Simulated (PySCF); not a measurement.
Partial charges of `CP(CO)c1ccco1`

Compound: C₆H₉O₂P.
Geometry (PBE0-D3(BJ)/def2-SVP, Å), atoms numbered from 1 in this order:
```
atom  x, y, z in Å
C1    -1.447    1.815    0.022
P2    -0.998    0.412    1.139
C3    -1.974   -0.956    0.303
O4    -1.949   -0.973   -1.090
C5     0.647   -0.008    0.490
C6     1.859   -0.107    1.118
C7     2.816   -0.481    0.125
C8     2.121   -0.587   -1.042
O9     0.818   -0.304   -0.838
H10   -2.444    2.186    0.305
H11   -0.724    2.633    0.154
H12   -1.470    1.497   -1.030
H13   -3.024   -0.832    0.618
H14   -1.618   -1.904    0.756
H15   -1.023   -0.999   -1.365
H16    2.035    0.069    2.177
H17    3.882   -0.649    0.259
H18    2.406   -0.844   -2.059
```

Density: PBE0/pcSseg-1 (PySCF); schemes: Mulliken, IAO, Hirshfeld and ESP-fitted. Isolated species at its PBE0-D3(BJ)/def2-SVP geometry (one conformer only).

For which atoms does the sign change between the 4 schemes (beyond +0.03 e in one, beyond −0.03 e in another)?

P2, C3, C5 and C8. Atomic charges aren't observables, and each scheme defines them in its own way.

At which atom do the 4 schemes differ most?

At P2: from -0.425 (ESP-fitted) to +0.477 e (IAO), 0.902 e apart.

Which atoms carry the highest charge in the Mulliken, IAO, Hirshfeld and ESP-fitted schemes?

The schemes don't all agree: Mulliken P2 (+0.356); IAO P2 (+0.477); Hirshfeld P2 (+0.134); ESP-fitted C5 (+0.475).

Give the atomic charges in each scheme.

In e:

```tsv
atom	environment	Mulliken	IAO	Hirshfeld	ESP-fitted
C1	sp3 carbon bound to phosphorus	-0.464	-0.606	-0.169	-0.007
P2	phosphine phosphorus	+0.356	+0.477	+0.134	-0.425
C3	carbinol carbon (C–OH)	-0.109	-0.223	-0.045	+0.166
O4	alcohol oxygen	-0.441	-0.539	-0.226	-0.604
C5	substituted aromatic carbon	-0.047	-0.069	-0.006	+0.475
C6	aromatic CH carbon	-0.157	-0.196	-0.082	-0.373
C7	aromatic CH carbon	-0.165	-0.218	-0.086	-0.120
C8	aromatic CH next to a ring oxygen	+0.166	+0.011	+0.012	-0.312
O9	furan-type oxygen	-0.424	-0.244	-0.044	-0.075
H10	methyl hydrogen	+0.145	+0.155	+0.045	+0.096
H11	methyl hydrogen	+0.150	+0.157	+0.042	+0.036
H12	methyl hydrogen	+0.154	+0.155	+0.034	-0.006
H13	methylene hydrogen	+0.143	+0.154	+0.044	+0.141
H14	methylene hydrogen	+0.133	+0.129	+0.032	+0.015
H15	hydroxyl hydrogen	+0.245	+0.347	+0.128	+0.385
H16	aromatic hydrogen	+0.095	+0.170	+0.060	+0.191
H17	aromatic hydrogen	+0.106	+0.168	+0.061	+0.178
H18	aromatic hydrogen	+0.114	+0.173	+0.068	+0.239
```

Mean size of the charges over all atoms: IAO 0.233 e, ESP-fitted 0.213 e, Mulliken 0.201 e, Hirshfeld 0.073 e. Each set sums to the total charge, 0, to within 0.001 e. The ESP scheme is a least-squares fit of atom-centred charges to the potential on four shells outside the van der Waals surface, with the total charge fixed. The Hirshfeld scheme weights the molecular density at each point by an atom's share of the summed free-atom densities.

How many electrons does the Hirshfeld scheme count on C1?

Z − q = 6 − (-0.169) = 6.169.

How closely do the schemes follow one another over all atoms?

Correlation coefficient and root-mean-square difference: IAO with Hirshfeld 0.97, 0.191 e; Mulliken with IAO 0.95, 0.089 e; Mulliken with Hirshfeld 0.92, 0.157 e; Hirshfeld with ESP-fitted 0.46, 0.246 e; IAO with ESP-fitted 0.33, 0.322 e; Mulliken with ESP-fitted 0.29, 0.307 e.
